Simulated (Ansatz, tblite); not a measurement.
Removing and adding an electron: (BeSe)2 ring (Be₂Se₂). The state is a singlet with charge 0. Geometry: PBE0-D4/def2-TZVP. Ansatz, gas phase; energy differences of separate SCF runs; the oxidised species was run as a doublet alone; the reduced species was run as a doublet alone.

```xyz
4

Be   -0.091    0.875    0.482
Se   -1.687   -0.422    0.448
Be    0.091   -0.875   -0.482
Se    1.687    0.422   -0.448
```

The xTB rows come from tblite. Correlated methods freeze 18 core orbitals; core or outer-core shells of Se are correlated, in sets that lack core-valence functions.

```json
{"level": "GFN1-xTB", "−HOMO (eV)": "8.84", "vertical IE (eV)": "12.32", "−LUMO (eV)": "7.69", "vertical EA (eV)": "4.41", "HOMO–LUMO gap (eV)": "1.16", "IE − EA (eV)": "7.91", "remarks": "–"}
{"level": "GFN2-xTB", "−HOMO (eV)": "11.35", "vertical IE (eV)": "13.63", "−LUMO (eV)": "8.66", "vertical EA (eV)": "6.31", "HOMO–LUMO gap (eV)": "2.68", "IE − EA (eV)": "7.32", "remarks": "–"}
{"level": "HF/def2-TZVPP", "−HOMO (eV)": "–", "vertical IE (eV)": "7.84", "−LUMO (eV)": "–", "vertical EA (eV)": "–", "HOMO–LUMO gap (eV)": "–", "IE − EA (eV)": "–", "remarks": "spin-contaminated (⟨S²⟩ 0.89) (+1 doublet)"}
{"level": "PBE-D4/def2-TZVP", "−HOMO (eV)": "5.60", "vertical IE (eV)": "8.38", "−LUMO (eV)": "3.60", "vertical EA (eV)": "–", "HOMO–LUMO gap (eV)": "1.99", "IE − EA (eV)": "–", "remarks": "–"}
{"level": "PBE-D4/def2-TZVPD", "−HOMO (eV)": "5.64", "vertical IE (eV)": "–", "−LUMO (eV)": "3.63", "vertical EA (eV)": "1.61", "HOMO–LUMO gap (eV)": "2.01", "IE − EA (eV)": "–", "remarks": "HOMO above zero (-1 doublet)"}
{"level": "r2SCAN-D4/def2-TZVP", "−HOMO (eV)": "5.83", "vertical IE (eV)": "8.49", "−LUMO (eV)": "3.25", "vertical EA (eV)": "–", "HOMO–LUMO gap (eV)": "2.58", "IE − EA (eV)": "–", "remarks": "–"}
{"level": "r2SCAN-D4/def2-TZVPD", "−HOMO (eV)": "5.86", "vertical IE (eV)": "–", "−LUMO (eV)": "3.27", "vertical EA (eV)": "1.64", "HOMO–LUMO gap (eV)": "2.59", "IE − EA (eV)": "–", "remarks": "HOMO above zero (-1 doublet)"}
{"level": "PBE0-D4/def2-TZVP", "−HOMO (eV)": "6.60", "vertical IE (eV)": "8.53", "−LUMO (eV)": "2.87", "vertical EA (eV)": "–", "HOMO–LUMO gap (eV)": "3.74", "IE − EA (eV)": "–", "remarks": "–"}
{"level": "PBE0-D4/def2-TZVPD", "−HOMO (eV)": "6.64", "vertical IE (eV)": "–", "−LUMO (eV)": "2.89", "vertical EA (eV)": "1.55", "HOMO–LUMO gap (eV)": "3.75", "IE − EA (eV)": "–", "remarks": "–"}
{"level": "MP2/def2-TZVPP", "−HOMO (eV)": "–", "vertical IE (eV)": "8.84", "−LUMO (eV)": "–", "vertical EA (eV)": "–", "HOMO–LUMO gap (eV)": "–", "IE − EA (eV)": "–", "remarks": "spin-contaminated (⟨S²⟩ 0.89) (+1 doublet)"}
{"level": "CCSD/def2-TZVPP", "−HOMO (eV)": "–", "vertical IE (eV)": "8.57", "−LUMO (eV)": "–", "vertical EA (eV)": "–", "HOMO–LUMO gap (eV)": "–", "IE − EA (eV)": "–", "remarks": "spin-contaminated (⟨S²⟩ 0.89) (+1 doublet)"}
{"level": "CCSD(T)/def2-TZVPP", "−HOMO (eV)": "–", "vertical IE (eV)": "8.60", "−LUMO (eV)": "–", "vertical EA (eV)": "–", "HOMO–LUMO gap (eV)": "–", "IE − EA (eV)": "–", "remarks": "spin-contaminated (⟨S²⟩ 0.89) (+1 doublet)"}
```

   A HOMO above zero means that the electron is unbound at that level or that self-interaction error raises the level; the energy of removing that electron tells which. Raw xTB energy differences between charge states are shifted by several eV; the methods need an empirical correction for them.
